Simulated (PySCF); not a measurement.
Se(Br)(GeH3) (BrGeH₃Se), SMILES [GeH3][Se]Br. Atoms are numbered in the order given.

```xyz
6

Se     0.1137    -0.0715     1.0805
Br     0.4077    -1.6122    -0.6362
Ge    -0.5075     1.6517    -0.3902
H     -0.7865     2.8621     0.5122
H      0.6555     1.9234    -1.3479
H     -1.7632     1.2181    -1.1509
```

Geometry optimised at ωB97X-D3(BJ)/def2-SVP. The structure was generated by enumeration, and PubChem lists no compound with its InChIKey, so it may never have been made.

These are r2SCAN/def2-TZVPD (PySCF) values and carry that method's errors.

Mulliken values depend strongly on the basis, most of all with diffuse functions as here. ESP charges are fitted to the potential on shells at 1.4 to 2.0 van der Waals radii. Atomic charges (e):

```csv
atom,ESP fit,Mulliken,IAO
Se1,-0.05,-0.12,?
Br2,-0.06,-0.14,?
Ge3,0.04,0.12,?
H4,0.05,0.04,?
H5,0.01,0.06,?
H6,0.01,0.06,?
```

Problem. What belongs in the gaps? (An estimate is asked for; the answer gives what the named calculation found.)

Solution. 
- Se1, IAO: -0.04
- Br2, IAO: -0.14
- Ge3, IAO: 0.38
- H4, IAO: -0.07
- H5, IAO: -0.07
- H6, IAO: -0.07
